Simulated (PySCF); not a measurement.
## How a change of structure moves an absorption spectrum

Method used: PySCF 2.14.0, density-fitted response routines, TDDFT CAM-B3LYP/def2-SVPD, vertical, gas phase, core orbitals frozen in the response. Geometries: GFN2-xTB; one conformer of each isolated species. Triplets are in the Tamm–Dancoff approximation.

Parent: `C1(Cl)=C(CC1)[SiH2]Cl`, with lowest singlet excitation energy 6.14 eV, lowest triplet energy 3.85 eV, HOMO–LUMO gap 8.99 eV, LUMO energy 0.38 eV. Its spectrum: 6.14 eV (f 0.340); 6.41 eV (f 0.000); 6.59 eV (f 0.000); 6.83 eV (f 0.008); 7.06 eV (f 0.000).

Shifts from the parent:

```tsv
change	SMILES	Δ S1 (eV)	Δ T1 (eV)	Δ gap (eV)	Δ LUMO (eV)
H on Si replaced by CH3	C[Si@@H](Cl)C1=C(Cl)CC1	-0.05	+0.02	-0.04	+0.02
H on Si replaced by F	F[Si@H](Cl)C1=C(Cl)CC1	-0.11	-0.05	-0.11	-0.34
```

(1) Predict the same shifts for this change: H on Si replaced by PH2 (`P[Si@H](Cl)C1=C(Cl)CC1`).

## Answers

(1) Δ lowest singlet excitation energy -0.29 eV, Δ lowest triplet energy +0.02 eV, Δ HOMO–LUMO gap -0.26 eV, Δ LUMO energy -0.22 eV. Spectrum: 212 nm (f 0.145); 201 nm (f 0.139); 195 nm (f 0.003); 188 nm (f 0.022); 182 nm (f 0.047). S1 falls most with H on Si replaced by PH2 (-0.29 eV); all changes lower it. S1 is simply the lowest singlet of each species and needn't be the same kind of state throughout.

Lowest levels of each derivative:
- `C[Si@@H](Cl)C1=C(Cl)CC1`: 6.10 eV (f 0.317); 6.51 eV (f 0.002); 6.83 eV (f 0.004)
- `P[Si@H](Cl)C1=C(Cl)CC1`: 5.85 eV (f 0.145); 6.17 eV (f 0.139); 6.37 eV (f 0.003)
- `F[Si@H](Cl)C1=C(Cl)CC1`: 6.03 eV (f 0.307); 6.48 eV (f 0.002); 6.55 eV (f 0.006)
